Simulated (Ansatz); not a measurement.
Ansatz (a quantum-chemistry and plane-wave program) input (B3LYP/def2-TZVPD):

Ansatz 0.2 input:
```yaml
crystal:
  periodic: [false, false, false]
  atoms:
    - {symbol: N, position_ang: [1.41882119, -1.71024573, 0.06416364]}
    - {symbol: Si, position_ang: [1.51905128, 0.02161553, 0.03527541]}
    - {symbol: Si, position_ang: [-0.70833510, 0.76272577, -0.06296020]}
    - {symbol: N, position_ang: [-1.42948727, 0.08132458, 1.35250592]}
    - {symbol: N, position_ang: [-1.61835401, 0.18696417, -1.40991946]}
    - {symbol: H, position_ang: [0.71303627, -2.13531359, 0.64638624]}
    - {symbol: H, position_ang: [2.24968526, -2.28098598, 0.03235910]}
    - {symbol: H, position_ang: [2.24769515, 0.62155849, 1.19767637]}
    - {symbol: H, position_ang: [2.29649992, 0.41655239, -1.16824523]}
    - {symbol: H, position_ang: [-0.78525246, 2.24623340, -0.19834099]}
    - {symbol: H, position_ang: [-0.94192929, 0.10596383, 2.23494908]}
    - {symbol: H, position_ang: [-2.42818653, 0.15057211, 1.48540411]}
    - {symbol: H, position_ang: [-1.72405505, 0.77536920, -2.22117910]}
    - {symbol: H, position_ang: [-1.57437894, -0.78702915, -1.66867322]}
basis:
  gaussian:
    orbitals: def2-TZVPD
hamiltonian:
  xc: {name: B3LYP}
output: {forces: true}
```

End of the output:

```
integrals: 0.27 GiB planned
1574 factors; their error is unknown
0.43 GiB of the device are held for the grids
1.75 GiB of device memory are held for the factors and their scratch space
mean field: 1.76 GiB planned
mean field evaluation 1: about -20357.8160 eV, gradient 1.1e2 eV
mean field evaluation 2: about -20312.1026 eV, gradient 1.7e2 eV
mean field evaluation 4: about -20378.1113 eV, gradient 5.2e0 eV
mean field evaluation 8: about -20378.1895 eV, gradient 1.1e-1 eV
mean field evaluation 16: about -20378.1934 eV, gradient 3.4e-4 eV
mean field -20378.19335848 eV, -748.8847930887 hartree, gradient 3.2e-5 eV, S^2 0.000000; 0 other end points of the search recorded, 0 dependent functions left out
the calculation of the forces begins
reference -20378.19370626 eV, -748.8848058691 hartree; 29, 29 occupied and 249, 249 virtual orbitals, 1574 factors
Total energy: -20378.19370626 eV, -748.8848058691 hartree
Atom 0 at     1.418821    -1.710246     0.064164 Å, force     0.027234    -0.007710     0.006131 eV/Å
Atom 1 at     1.519051     0.021616     0.035275 Å, force     0.065329     0.038543    -0.014884 eV/Å
Atom 2 at    -0.708335     0.762726    -0.062960 Å, force     0.004809     0.056531    -0.010710 eV/Å
Atom 3 at    -1.429487     0.081325     1.352506 Å, force    -0.027184     0.014386     0.011728 eV/Å
Atom 4 at    -1.618354     0.186964    -1.409919 Å, force    -0.018965    -0.003273    -0.009426 eV/Å
Atom 5 at     0.713036    -2.135314     0.646386 Å, force     0.010216    -0.046416     0.005147 eV/Å
Atom 6 at     2.249685    -2.280986     0.032359 Å, force     0.006600    -0.030633     0.002717 eV/Å
Atom 7 at     2.247695     0.621558     1.197676 Å, force     0.010002    -0.003281     0.006483 eV/Å
Atom 8 at     2.296500     0.416552    -1.168245 Å, force     0.011816    -0.002292    -0.003826 eV/Å
Atom 9 at    -0.785252     2.246233    -0.198341 Å, force    -0.009211     0.010947     0.005583 eV/Å
Atom 10 at    -0.941929     0.105964     2.234949 Å, force    -0.018204    -0.006173     0.032538 eV/Å
Atom 11 at    -2.428187     0.150572     1.485404 Å, force    -0.022224    -0.005471     0.029464 eV/Å
Atom 12 at    -1.724055     0.775369    -2.221179 Å, force    -0.013280     0.000357    -0.027986 eV/Å
Atom 13 at    -1.574379    -0.787029    -1.668673 Å, force    -0.026940    -0.015513    -0.032959 eV/Å
Dipole moment:    -0.102065    -0.186253     0.106676 e Å
```
